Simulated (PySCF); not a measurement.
**Correlation energy of Ta⁺ (tantalum, charge +1)**

[Xe] 4f14 5d2 6s2, high-spin 3F determinant (an excited configuration). Computed with PySCF 2.14 in aug-cc-pVDZ-PP with ECP60MDF, with a scalar-relativistic core potential. Frozen: 5s2 5p6; 4 electrons correlated.

MP2 pair energies summed by pair of shells (mhartree):

| pair | energy | share (%) |
| --- | --- | --- |
| 5d-6s | -21.46 | 48.7 |
| 6s-6s | -20.22 | 45.9 |
| 5d-5d | -2.39 | 5.4 |

Total MP2 correlation energy: -44.07 mhartree.

Same-spin part -9.20 and opposite-spin part -34.87 mhartree; SCS-MP2 scales them by 1/3 and 6/5 to -44.91 mhartree.
